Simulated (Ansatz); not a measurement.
Mulliken charges of CClFI$_{2}$, SMILES `FC(Cl)(I)I` from PBE/def2-TZVPP in Ansatz (PBE0-D4/def2-TZVP geometry).

```
atom   x (Å)   y (Å)   z (Å)  charge (e)
  F1   1.205  -0.733  -0.406      -0.074
  C2   0.102  -0.110   0.020       0.087
 Cl3  -0.354  -0.781   1.574      -0.025
  I4  -1.454  -0.440  -1.434       0.006
  I5   0.551   1.990   0.204       0.006
```

Task: By hand: the dipole of these point charges (1 e Å = 4.8032 D).

Result: Σ q r = (-0.077, 0.073, -0.015) e Å, of length 0.107 e Å = 0.51 D.

Task: How does the dipole of the full density compare? (An estimate is asked.)

Result: Ansatz gave: (-0.077, 0.067, -0.005) e Å, 0.49 D; the point charges give 1.04 times that, at 6° from its direction.

Point charges leave out the atoms' own dipoles, such as those of lone pairs, and Mulliken's split depends on the basis, so the close match here is no proof of good charges.
